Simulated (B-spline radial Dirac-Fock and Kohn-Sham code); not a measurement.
## Scattering functions of Tb

System: atomic terbium, configuration [Xe] 4f9 6s1 6p1 (not the ground configuration).

Calculated with a radial atomic solver, using configuration-average Dirac-Fock orbitals. f₀ is the Fourier transform of the spherical electron density, S the Waller-Hartree incoherent function, and s = sin θ/λ.

| s (Å⁻¹) | f₀ | S |
| --- | --- | --- |
| 0 | 65.000 | 0.000 |
| 0.06 | 62.883 | 2.541 |
| 0.08 | 61.713 | 3.622 |
| 0.09 | 61.113 | 4.149 |
| 0.11 | 59.897 | 5.200 |
| 0.14 | 58.021 | 6.795 |
| 0.17 | 56.060 | 8.393 |
| 0.2 | 54.023 | 9.952 |
| 0.25 | 50.565 | 12.407 |
| 0.3 | 47.201 | 14.695 |
| 0.36 | 43.476 | 17.247 |
| 0.44 | 39.140 | 20.285 |
| 0.53 | 35.017 | 23.216 |
| 0.64 | 30.783 | 26.322 |
| 0.77 | 26.653 | 29.591 |
| 0.94 | 22.489 | 33.400 |
| 1.13 | 19.243 | 37.166 |
| 1.37 | 16.563 | 41.208 |
| 1.66 | 14.257 | 44.969 |
| 2.01 | 11.818 | 48.234 |
| 2.43 | 9.232 | 51.095 |
| 2.94 | 6.985 | 53.716 |
| 3.56 | 5.500 | 56.106 |

f₀ starts at the number of electrons, 65, and has fallen to half at s ≈ 0.60 Å⁻¹. The sum of ⟨r²⟩ over the electrons is 101.1 bohr². It fixes the forward electron scattering factor, f_e(0) = (a₀/3)Σ⟨r²⟩ = 17.831 Å.
